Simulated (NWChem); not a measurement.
System: CdH$_{2}$S; SMILES [CdH][SH]

Input file for NWChem:

```
start job
memory heap 200 mb stack 900 mb global 1100 mb
geometry units angstroms noautoz
  Cd     0.399596    -0.372253     0.000000
  H      0.660627    -2.020642     0.000000
  S      0.068026     1.973579     0.000000
  H     -1.290018     1.843513     0.000000
end
basis spherical
  * library def2-svp
end
ecp
  Cd library def2-ecp
end
dft
  xc xpbe96 cpbe96
  iterations 150
end
tddft
  nroots 8
end
task tddft energy
```

NWChem printed, in part:

```
             Northwest Computational Chemistry Package (NWChem) 7.3.0
             --------------------------------------------------------

 CS  symmetry detected

                             Geometry "geometry" -> ""
                             -------------------------

 Output coordinates in angstroms (scale by  1.889725989 to convert to a.u.)

  No.       Tag          Charge          X              Y              Z
 ---- ---------------- ---------- -------------- -------------- --------------
    1 Cd                  48.0000     0.00949750    -0.58615264     0.00000000
    2 H                    1.0000     0.00670169    -2.25507914     0.00000000
    3 S                   16.0000     0.05287935     1.78259903     0.00000000
    4 H                    1.0000    -1.30865154     1.86882140     0.00000000

 Effective nuclear repulsion energy (a.u.)     204.3023858682

      Symmetry information
      --------------------

 Group name             Cs
 Group number              2
 Group order               2
 No. of unique centers     4

 Summary of "ao basis" -> "ao basis" (spherical)
 ------------------------------------------------------------------------------
       Tag                 Description            Shells   Functions and Types
 ---------------- ------------------------------  ------  ---------------------
 Cd                         def2-svp                11       31   5s3p2d1f
 H                          def2-svp                 3        5   2s1p
 S                          def2-svp                 8       18   4s3p1d

      Symmetry analysis of basis
      --------------------------

        a'         42
        a"         17

            General Information
            -------------------
          SCF calculation type: DFT
          Wavefunction type:  closed shell.
          No. of atoms     :     4
          No. of electrons :    38
           Alpha electrons :    19
            Beta electrons :    19
          Charge           :     0
          Spin multiplicity:     1
          Use of symmetry is: off; symmetry adaption is: on
          Maximum number of iterations: 150
          AO basis - number of functions:    59
                     number of shells:    25
          Convergence on energy requested:  1.00D-06
          Convergence on density requested:  1.00D-05
          Convergence on gradient requested:  5.00D-04

              XC Information
              --------------
          PerdewBurkeErnzerhof Exchange Functional  1.000
            Perdew 1991 LDA Correlation Functional  1.000 local
           PerdewBurkeErnz. Correlation Functional  1.000 non-local

             Grid Information
             ----------------
          Grid used for XC integration:  medium
          Radial quadrature: Mura-Knowles
          Angular quadrature: Lebedev.
          Tag              B.-S. Rad. Rad. Pts. Rad. Cut. Ang. Pts.
          ---              ---------- --------- --------- ---------
          Cd                  1.55      123           9.0       590
          H                   0.35       45          11.0       434
          S                   1.00       88          11.0       590
          Grid pruning is: on
          Number of quadrature shells:   301
          Spatial weights used:  Erf1

      Superposition of Atomic Density Guess
      -------------------------------------

 Sum of atomic energies:        -590.31956249

      Non-variational initial energy
      ------------------------------

 Total energy =    -565.452897
 1-e energy   =   -1027.180423
 2-e energy   =     371.686801
 HOMO         =      -0.310823
 LUMO         =       0.016248

      Symmetry analysis of molecular orbitals - initial
      -------------------------------------------------

  Numbering of irreducible representations:

     1 a'          2 a"

  Orbital symmetries:

     1 a'          2 a'          3 a'          4 a'          5 a"
     6 a'          7 a'          8 a'          9 a"         10 a'
    11 a'         12 a'         13 a"         14 a'         15 a"
    16 a'         17 a'         18 a'         19 a"         20 a'
    21 a'         22 a"         23 a'         24 a'         25 a'
    26 a'         27 a"         28 a'         29 a'

   convergence    iter        energy       DeltaE   RMS-Dens  Diis-err
 ---------------- ----- ----------------- --------- --------- ---------
 d= 0,ls=0.0,diis     1   -566.7871893443 -6.57D+02  2.54D-02  2.90D-01
 d= 0,ls=0.0,diis     2   -566.7308357714  5.64D-02  1.78D-02  4.95D-01
 d= 0,ls=0.0,diis     3   -566.8211898299 -9.04D-02  4.49D-03  6.36D-02
 d= 0,ls=0.0,diis     4   -566.8321805357 -1.10D-02  8.84D-04  3.47D-03

 !! scf_movecs_sym_adapt:    2 vectors were symmetry contaminated

  Symmetry fudging
 d= 0,ls=0.0,diis     5   -566.8326496857 -4.69D-04  2.96D-04  2.27D-04
  Resetting Diis
 d= 0,ls=0.0,diis     6   -566.8326736777 -2.40D-05  8.58D-05  3.00D-05
 d= 0,ls=0.0,diis     7   -566.8326775600 -3.88D-06  5.19D-05  1.69D-06
 d= 0,ls=0.0,diis     8   -566.8326771128  4.47D-07  3.69D-05  4.13D-06
 d= 0,ls=0.0,diis     9   -566.8326777979 -6.85D-07  6.12D-06  9.64D-08

         Total DFT energy =     -566.832677797906
      One electron energy =    -1027.291158310602
           Coulomb energy =      412.042070132883
    Exchange-Corr. energy =      -41.624315027200
 Nuclear repulsion energy =       90.040725407013

 Numeric. integr. density =       38.000015788447

                  Occupations of the irreducible representations
                  ----------------------------------------------

                     irrep           alpha         beta
                     --------     --------     --------
                     a'               14.0         14.0
                     a"                5.0          5.0

                       DFT Final Molecular Orbital Analysis
                       ------------------------------------

 Vector   17  Occ=2.000000D+00  E=-3.012112D-01  Symmetry=a'
              MO Center= -2.7D-02, -7.6D-01, -1.5D-14, r^2= 3.4D+00
   Bfn.  Coefficient  Atom+Function         Bfn.  Coefficient  Atom+Function
  ----- ------------  ---------------      ----- ------------  ---------------
     4      0.593987  1 Cd s                  2     -0.380599  1 Cd s
    32      0.274799  2 H  s                 19      0.202797  1 Cd d  2
     5      0.156472  1 Cd s                  1      0.154794  1 Cd s
    48     -0.151168  3 S  py                39     -0.143027  3 S  s
    40     -0.143650  3 S  s                 33      0.139859  2 H  s

[...]

                                NWChem TDDFT Module
                                -------------------

            General Information
            -------------------
           No. of orbitals :     118
            Alpha orbitals :      59
             Beta orbitals :      59
        Alpha frozen cores :       0
         Beta frozen cores :       0
     Alpha frozen virtuals :       0
      Beta frozen virtuals :       0
         Spin multiplicity :       1
    Number of AO functions :      59
        Use of symmetry is : off
      Symmetry adaption is : on
         Schwarz screening :  0.10D-07

              XC Information
              --------------
   PerdewBurkeErnzerhof Exchange Functional   1.00
     Perdew 1991 LDA Correlation Functional   1.00 local
    PerdewBurkeErnz. Correlation Functional   1.00 non-local

             TDDFT Information
             -----------------
          Calculation type : TDDFT
         Wavefunction type : Restricted singlets & triplets
          No. of electrons :      38
           Alpha electrons :      19
            Beta electrons :      19
              No. of roots :       8
          Max subspacesize :    5600
            Max iterations :     100
               Target root :       1
           Target symmetry : none
      Symmetry restriction : off
                 Algorithm : Optimal
        Davidson threshold :  0.10D-03

    8 smallest eigenvalue differences (eV)
--------------------------------------------------------
  No. Spin  Occ  Vir  Irrep   E(Occ)    E(Vir)   E(Diff)
--------------------------------------------------------
    1    1   19   20 a"       -0.211    -0.053     4.281
    2    1   19   21 a"       -0.211    -0.046     4.494
    3    1   19   22 a'       -0.211    -0.041     4.630
    4    1   18   20 a'       -0.253    -0.053     5.416
    5    1   18   21 a'       -0.253    -0.046     5.630
    6    1   18   22 a"       -0.253    -0.041     5.765
    7    1   19   23 a"       -0.211     0.012     6.062
    8    1   17   20 a'       -0.301    -0.053     6.741
--------------------------------------------------------

  Entering Davidson iterations
  Restricted singlet excited states

  Iter   NTrls   NConv    DeltaV     DeltaE      Time
  ----  ------  ------  ---------  ---------  ---------
    1      8       0     0.26E+00   0.10+100        3.1
    2     16       0     0.21E+00   0.11E-01        3.0
    3     32       0     0.60E-01   0.22E-01        4.9
    4     48       0     0.15E-01   0.15E-02        5.4
    5     64       1     0.57E-02   0.97E-04        4.0
    6     78       5     0.17E-02   0.17E-04        2.9
    7     84       6     0.63E-03   0.10E-05        1.8
    8     88       6     0.22E-03   0.13E-06        1.5
    9     92       8     0.65E-04   0.17E-07        1.5
  ----  ------  ------  ---------  ---------  ---------
  Convergence criterion met

  Ground state a'       -566.832677797906 a.u.

  ----------------------------------------------------------------------------
  Root   1 singlet a"             0.157864620 a.u.                4.2957 eV
  ----------------------------------------------------------------------------
     Transition Moments    X  0.00000   Y -0.00000   Z -0.11681
     Dipole Oscillator Strength                    0.0014359552
     Electric Quadrupole                           0.0000000280
     Magnetic Dipole                               0.0000000782
     Total Oscillator Strength                     0.0014360615

     Occ.   19  a"  ---  Virt.   20  a'  -0.99543 X
     Occ.   19  a"  ---  Virt.   21  a'  -0.09169 X
  ----------------------------------------------------------------------------
  Root   2 singlet a"             0.171445886 a.u.                4.6653 eV
  ----------------------------------------------------------------------------
     Transition Moments    X -0.00000   Y  0.00000   Z -0.46843
     Dipole Oscillator Strength                    0.0250795344
     Electric Quadrupole                           0.0000000213
     Magnetic Dipole                               0.0000000108
     Total Oscillator Strength                     0.0250795665

     Occ.   19  a"  ---  Virt.   20  a'  -0.09150 X
     Occ.   19  a"  ---  Virt.   21  a'   0.99450 X
  ----------------------------------------------------------------------------
  Root   3 singlet a'             0.182355287 a.u.                4.9621 eV
  ----------------------------------------------------------------------------
     Transition Moments    X  0.05591   Y -0.34277   Z  0.00000
     Dipole Oscillator Strength                    0.0146631157
     Electric Quadrupole                           0.0000001095
     Magnetic Dipole                               0.0000000291
     Total Oscillator Strength                     0.0146632543

     Occ.   17  a'  ---  Virt.   21  a'   0.07091 X
     Occ.   18  a'  ---  Virt.   20  a'   0.19505 X
     Occ.   18  a'  ---  Virt.   21  a'  -0.23779 X
     Occ.   19  a"  ---  Virt.   22  a"  -0.94578 X
  ----------------------------------------------------------------------------
  Root   4 singlet a'             0.203360264 a.u.                5.5337 eV
  ----------------------------------------------------------------------------
     Transition Moments    X  0.10836   Y -0.13401   Z  0.00000
     Dipole Oscillator Strength                    0.0040266257
     Electric Quadrupole                           0.0000001151
     Magnetic Dipole                               0.0000018975
     Total Oscillator Strength                     0.0040286384

     Occ.   18  a'  ---  Virt.   20  a'  -0.92526 X
     Occ.   18  a'  ---  Virt.   21  a'  -0.36195 X
     Occ.   19  a"  ---  Virt.   22  a"  -0.09459 X
  ----------------------------------------------------------------------------
  Root   5 singlet a"             0.215307946 a.u.                5.8588 eV
  ----------------------------------------------------------------------------
     Transition Moments    X -0.00000   Y  0.00000   Z -0.01405
     Dipole Oscillator Strength                    0.0000283470
     Electric Quadrupole                           0.0000002021
     Magnetic Dipole                               0.0000032819
     Total Oscillator Strength                     0.0000318310

     Occ.   18  a'  ---  Virt.   22  a"   0.99571 X
     Occ.   19  a"  ---  Virt.   23  a'  -0.08406 X
  ----------------------------------------------------------------------------
  Root   6 singlet a"             0.230509641 a.u.                6.2725 eV
  ----------------------------------------------------------------------------
     Transition Moments    X  0.00000   Y  0.00000   Z  0.22324
     Dipole Oscillator Strength                    0.0076587073
     Electric Quadrupole                           0.0000000096
     Magnetic Dipole                               0.0000003658
     Total Oscillator Strength                     0.0076590828

     Occ.   18  a'  ---  Virt.   22  a"  -0.08306 X
     Occ.   19  a"  ---  Virt.   23  a'  -0.99480 X
  ----------------------------------------------------------------------------
  Root   7 singlet a'             0.250314141 a.u.                6.8114 eV
  ----------------------------------------------------------------------------
     Transition Moments    X -0.04638   Y  1.45209   Z -0.00000
     Dipole Oscillator Strength                    0.3522266643
     Electric Quadrupole                           0.0000002519
     Magnetic Dipole                               0.0000005186
     Total Oscillator Strength                     0.3522274348

     Occ.   16  a'  ---  Virt.   20  a'  -0.15555 X
     Occ.   16  a'  ---  Virt.   21  a'  -0.14551 X
     Occ.   16  a'  ---  Virt.   23  a'   0.09060 X
     Occ.   17  a'  ---  Virt.   20  a'   0.14873 X
     Occ.   17  a'  ---  Virt.   21  a'   0.22900 X
     Occ.   18  a'  ---  Virt.   20  a'   0.25836 X
     Occ.   18  a'  ---  Virt.   21  a'  -0.74054 X
     Occ.   18  a'  ---  Virt.   21  a'   0.07034 Y
     Occ.   18  a'  ---  Virt.   23  a'  -0.44983 X
     Occ.   18  a'  ---  Virt.   25  a'  -0.07463 X
     Occ.   19  a"  ---  Virt.   22  a"   0.22368 X
  ----------------------------------------------------------------------------
  Root   8 singlet a'             0.268792575 a.u.                7.3142 eV
  ----------------------------------------------------------------------------
     Transition Moments    X  0.95265   Y  0.14581   Z  0.00000
     Dipole Oscillator Strength                    0.1664360863
     Electric Quadrupole                           0.0000005657
     Magnetic Dipole                               0.0000007062
     Total Oscillator Strength                     0.1664373582

     Occ.   16  a'  ---  Virt.   20  a'   0.16250 X
     Occ.   16  a'  ---  Virt.   21  a'   0.08604 X
     Occ.   17  a'  ---  Virt.   20  a'  -0.75751 X
     Occ.   17  a'  ---  Virt.   21  a'  -0.41133 X
     Occ.   17  a'  ---  Virt.   23  a'  -0.07560 X
     Occ.   18  a'  ---  Virt.   23  a'  -0.45516 X

              Target root =      1
          Target symmetry = none
      Ground state energy =   -566.832677797906
        Excitation energy =      0.157864619998
     Excited state energy =   -566.674813177907

  stored tddft:energy   -566.67481317790748

[...]
```

Level: PBE/def2-SVP with def2 effective core potentials on Cd, full TDDFT. Coordinates come from a PBE-D3(BJ)/def2-SVP optimisation. def2 effective core potentials on Cd; no spin-orbit coupling.
